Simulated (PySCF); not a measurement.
A GIAO shielding run with PySCF 2.14.0 with density-fitted response routines (density fitting, non-relativistic, gas phase) on `InChI=1S/C4H12OSSi2/c1-4(2,3-5)7-8-6/h3,6H,7-8H2,1-2H3`:

```
$ OMP_NUM_THREADS=1 python probes_run.py task.json out

{"job": {"kind": "nmr", "xc": "PBE0", "basis": "pcSseg-1"}, "charge": 0, "multiplicity": 1}
C     -2.061581     1.095698    -0.695982
C     -0.954782     0.117970    -0.336760
C     -1.244619    -0.553700     1.009510
C     -0.750042    -0.904280    -1.374576
O      0.143000    -1.727807    -1.352564
Si     0.793108     0.967353    -0.216767
Si     2.261759    -0.830887    -0.232492
S      4.166775    -0.024834     0.468817
H     -2.115581     1.889315     0.045145
H     -1.876053     1.551199    -1.666036
H     -3.030874     0.597803    -0.728849
H     -0.507838    -1.322345     1.227921
H     -2.228857    -1.022594     0.989657
H     -1.237181     0.181232     1.811205
H     -1.432214    -0.867728    -2.243403
H      0.705306     1.831323     0.972908
H      0.881015     1.887870    -1.361475
H      2.720666    -1.322329    -1.521761
H      1.996846    -1.910509     0.718988
H      3.765996     0.377927     1.664085
```

Hardware: 1 thread of an Intel Xeon, shared host. The job also computes population analyses, field gradients.

Problem. How large is the calculation?

Solution. 88 electrons, 217 basis functions and 1196 auxiliary functions.

Problem. How long does it take, and how much memory does it need?

Solution. 3.1 min of wall time, with 14 SCF cycles and 5 response iterations; peak memory 0.89 GiB. Times on a shared host scatter by some tens of per cent.
